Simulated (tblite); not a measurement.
Run record: tight-binding relaxation, `FC(C1(CCC1)C(F)(F)F)=O`.

Computed with GFN2-xTB geometry optimisation, gas phase (tblite 0.8.0). Start geometry: from a force field or distance geometry. The input is one job of a driver script: a line of settings, then coordinates in Å.

Command:
```bash
OMP_NUM_THREADS=1 python probes_run.py task.json out
```

Input:
```
{"job": {"kind": "relax", "xc": "GFN2-xTB", "basis": "xTB"}, "charge": 0, "multiplicity": 1}
O     -1.040200     2.446200    -0.468400
C     -0.167400     1.623600    -0.544700
F      1.038600     1.929900    -1.135600
C     -0.295700     0.260000     0.001400
C     -1.642200     0.018500     0.655500
F     -2.620400     0.208400    -0.312700
F     -1.846200     0.915400     1.691900
F     -1.693200    -1.281000     1.103500
C      0.894600    -0.117900     0.881000
C      1.478800    -0.771800    -0.346000
C      0.086600    -0.882200    -0.897500
H      1.453600     0.800800     1.189600
H      0.667700    -0.804200     1.712800
H      1.931300    -1.769100    -0.163800
H      2.149700    -0.039800    -0.855700
H     -0.003500    -0.699300    -1.971200
H     -0.399100    -1.825500    -0.550100
```

Output:
```
step      E/eV     max force
  0   -1057.85885    2.522
  1   -1058.13234    3.923
  2   -1058.28251    1.616
  3   -1058.38796    0.931
  4   -1058.45928    0.581
  5   -1058.49422    0.536
  6   -1058.52312    0.460
  7   -1058.53649    0.252
  8   -1058.54300    0.233
  9   -1058.54788    0.199
... (71 lines left out)
 81   -1058.62090    0.060
 82   -1058.62109    0.035
 83   -1058.62121    0.030
 84   -1058.62136    0.029
 85   -1058.62150    0.030
 86   -1058.62160    0.027
 87   -1058.62167    0.026
 88   -1058.62174    0.019
 89   -1058.62180    0.015
 90   -1058.62183    0.010
```

«max force» is the largest atomic force in eV/Å.

Task: From which step on does the largest force stay under 0.1 eV/Å, and how much energy is left to gain from there?

Result: From step 79 (0.047 eV/Å), 1.8 meV above the end.

Summary of the converged run: energy lowered by 17.6 kcal/mol over 90 steps; largest atomic force 0.010 eV/Å at the end.

Task: Give the final coordinates.

Result: 0.542 Å rms from the input after alignment:
```
atom  x, y, z in Å
O1    -1.3714    2.4736   -0.4465
C2    -0.4492    1.7477   -0.5246
F3     0.6837    2.1614   -1.1585
C4    -0.2707    0.3467   -0.0251
C5    -1.5356   -0.1067    0.6971
F6    -2.6053   -0.1179   -0.1053
F7    -1.8271    0.6662    1.7485
F8    -1.4082   -1.3557    1.1723
C9     1.0163    0.0729    0.7961
C10    1.3675   -1.0977   -0.1345
C11    0.2203   -0.6889   -1.0705
H12    1.7217    0.8993    0.7481
H13    0.8304   -0.1802    1.8374
H14    1.2166   -2.0705    0.3260
H15    2.3598   -1.0566   -0.5741
H16    0.5534   -0.2200   -1.9933
H17   -0.5089   -1.4617   -1.3029
```
Labels such as C1 count atoms from 1, the log's own numbers from 0.
